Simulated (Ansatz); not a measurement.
Job for Ansatz (an electronic-structure program): R-PBE/def2-TZVPPD on CHFO (a complex), monomers drawn apart or pushed together. Files ending in .json are basis or fitting sets from the Basis Set Exchange.

Ansatz 0.2 input:
```yaml
crystal:
  periodic: [false, false, false]
  atoms:
    - {symbol: F, position_ang: [-0.11084606, -0.27438190, -0.45428820]}
    - {symbol: H, position_ang: [-0.07941079, -0.21394166, 0.47618334]}
    - {symbol: C, position_ang: [0.01483794, -0.02971862, 3.29168007]}
    - {symbol: O, position_ang: [0.05207731, 0.04370196, 4.40991431]}
basis:
  gaussian:
    orbitals: def2-TZVPPD.json
hamiltonian:
  xc: {name: PBE}
scf: {lower_state_search: off}
```

The log:

```
WARN ansatz: RAYON_NUM_THREADS=1 ignored (pool sized by the plan → 1); use --threads N
Functional definition: PBE
these checks for a lower state are left out or cut short: stability, starts, cluster_reference, orbital_swaps, neighbouring_geometries, increment
integrals: 0.03 GiB planned
614 factors; their error is unknown
mean field: 0.28 GiB planned
mean field evaluation 1: about -5809.3882 eV, gradient 5.2e1 eV
mean field evaluation 2: about -5793.5298 eV, gradient 1.1e2 eV
mean field evaluation 4: about -5813.1701 eV, gradient 9.3e0 eV
mean field evaluation 8: about -5813.2927 eV, gradient 1.7e-1 eV
mean field -5813.29272959 eV, -213.6345674212 hartree, gradient 4.9e-6 eV, S^2 0.000000; 0 other end points of the search recorded, 0 dependent functions left out
reference -5813.29278486 eV, -213.6345694523 hartree; 12, 12 occupied and 122, 122 virtual orbitals, 614 factors
Total energy: -5813.29278486 eV, -213.6345694523 hartree
Checks for a lower state left out: stability, starts, cluster_reference, orbital_swaps, neighbouring_geometries, increment
```

Self-consistency was reached.

Cost: about 0.5 core-seconds (a rough figure).
